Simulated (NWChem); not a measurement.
SiOCl3 anion

```xyz
5

O      0.0000     0.0000     2.0404
Si     0.0000     0.0000     0.4887
Cl     0.6072    -1.8208    -0.4672
Cl     1.2733     1.4362    -0.4672
Cl    -1.8804     0.3846    -0.4672
```
Atoms are numbered in this order, from 1.

Computed with NWChem. Pople sets run with spherical d functions. Coordinates come from a B3LYP/def2-SVPD optimisation. Not confirmed as a minimum by frequencies. Level: M06-2X/6-31+G* with SMD (1 M gas to 1 M solution), gas-phase geometry. Reactions with the solvent are ignored.

Task: Estimate the computed values for solvent 1-octanol. Quantities: solvation free energy (kcal/mol); cavity-dispersion-structure term (kcal/mol).

Result: 
```yaml
solvation free energy (kcal/mol): -50.8
cavity-dispersion-structure term (kcal/mol): -1.7
```
